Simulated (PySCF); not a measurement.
Sodium Bromide, BrNa, SMILES [Na][Br], point group C∞v.

Level: B3LYP/pcSseg-2 in PySCF (density fitting, grid level 2); geometry and Hessian at that level, cubic constants and property derivatives from steps of ±0.6 along each species' dimensionless normal coordinates, second-order vibrational perturbation theory. The parent has the commonest isotopes.

Equilibrium geometry (Å):

```json
{"atom": "Na1", "x": "1.2652", "y": "-0.0117", "z": "-0.0112"}
{"atom": "Br2", "x": "-1.2541", "y": "0.0168", "z": "-0.0454"}
```

Problem. Give the equilibrium and ground-state rotational constants (MHz) of parent; ⁸¹Br at 2.

Solution. 
```tsv
species	Be	B0	harmonic ZPE (cm⁻¹)
parent	4471.1	4454.5	147
⁸¹Br at 2	4446.2	4429.8	147
```

Problem. And its quartic centrifugal distortion constants from the harmonic force field?

Solution. Linear top: D = 4.58 kHz.
